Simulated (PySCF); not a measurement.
Species: C8H8N2.
Atom-mapped SMILES: `[CH:1]#[C:2][c:3]1[cH:4][c:5]([CH3:6])[c:7]([CH3:8])[n:9][n:10]1`

Structure used (GFN2-xTB), in Å, numbered top down from 1:
```
atom  x, y, z in Å
C1     4.247    0.122    0.939
C2     3.119   -0.056    0.571
C3     1.777   -0.243    0.154
C4     0.760    0.598    0.631
C5    -0.528    0.370    0.193
C6    -1.679    1.208    0.641
C7    -0.698   -0.704   -0.707
C8    -2.036   -1.064   -1.262
N9     0.319   -1.448   -1.106
N10    1.526   -1.234   -0.694
H11    5.238    0.267    1.251
H12    0.991    1.398    1.321
H13   -2.160    1.681   -0.215
H14   -1.347    1.982    1.330
H15   -2.426    0.590    1.139
H16   -2.726   -1.319   -0.458
H17   -2.457   -0.226   -1.815
H18   -1.928   -1.916   -1.926
```

Definitions: NICS(0) = −σiso at the ring centroid; NICS(1) = −σiso and NICS(1)zz = −σzz at ±1 Å along the ring normal z. Level: GIAO PBE0/pcSseg-1 (PySCF, non-relativistic, gas phase) on the GFN2-xTB geometry, one conformer.

Ring bond lengths (Å), with Mayer bond orders in brackets: C3–C4 1.404 (1.25), C4–C5 1.380 (1.49), C5–C7 1.411 (1.21), C7–N9 1.322 (1.49), N9–N10 1.293 (1.33), N10–C3 1.329 (1.54).

Question: Give the NICS values of each ring in ppm.

Answer: 
```
              ring                                                 type  NICS(0)  NICS(1), two faces  NICS(1)zz, two faces  rms pucker (Å)  centre to ring atoms, mean (Å)
C3–C4–C5–C7–N9–N10  6-membered ring with 2 N; formal bonds all aromatic     -5.6       -11.2 / -11.2         -25.8 / -25.8            0.00                            1.36
```

Question: What do they say, and how far can they be read as aromaticity?

Answer: 
- C3–C4–C5–C7–N9–N10: mean NICS(1)zz -25.8 ppm, shielded. For a flat ring without four-coordinate atoms the NICS criterion counts such a value as aromatic. NICS(0) lies 6 ppm above the mean NICS(1).

Question: How equal are the bonds by HOMA? Use HOMA with the parameters of Krygowski (1993).

Answer: 
- C3–C4–C5–C7–N9–N10: HOMA 0.96; the largest term is that of C5–C7, α(R − Ropt)² = 0.13. The geometric and the magnetic index point the same way.

Question: List the ring angles and the Hirshfeld charges of the ring atoms.

Answer: 
- C3–C4–C5–C7–N9–N10: C3 121.8° (+0.053 e), C4 118.0° (-0.038 e), C5 116.2° (+0.018 e), C7 121.9° (+0.065 e), N9 122.0° (-0.103 e), N10 120.2° (-0.104 e); sum 720.0° against 720° for a flat convex ring.
